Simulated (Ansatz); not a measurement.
Reaction (homolysis of the C–Si bond): `F[SiH2]C[SiH3]` → `[CH2][SiH3]`• + `F[SiH2]`•

Computed with Ansatz on PBE0-D4/def2-TZVP structures; ΔE is electronic, products minus reactants. CCSD(T)/CBS is the MP2 limit (def2-TZVPP, def2-QZVPP) plus CCSD(T) − MP2 in def2-TZVPP, frozen cores. This one scheme is used for every species. DFT in def2-TZVPP. HSE06 is defined as in plane-wave codes. No spin–orbit coupling; open shells (•) take unrestricted orbitals. One conformer a species, not always the lowest.

```csv
level,ΔE (kcal/mol),difference from CCSD(T)/CBS
B97M-V,94.3,-3.1
HSE06-D4,93.3,-4.1
CAM-B3LYP-D4,92.8,-4.6
ωB97X-V,97.0,-0.4
B2PLYP,92.0,-5.4
BHLYP,88.6,-8.8
CCSD/def2-TZVPP,92.8,-4.6
HF/def2-QZVPP,68.4,-29.0
SCS-MP2/def2-QZVPP,98.6,1.2
CCSD/CBS(def2),95.2,-2.2
CCSD(T)/CBS,97.4,0
```

Largest T1 diagnostic among the species: 0.014.

The D4 term adds +3.5 kcal/mol with B3LYP and +1.9 kcal/mol with PBE0; it sums over pairs of atoms, weighted by their polarisabilities, and B3LYP, whose exchange is more repulsive, gets the larger term. From PBE to PBE0 (25 % exact exchange), in def2-TZVPP and without D4, ΔE moves by +1.0 kcal/mol.

CCSD(T)/CBS has its own doubt, a few kJ/mol and more with outer-core shells, so smaller differences from it don't rank the levels.

B3LYP here is the variant with VWN-RPA as its local correlation; programs differ in this.
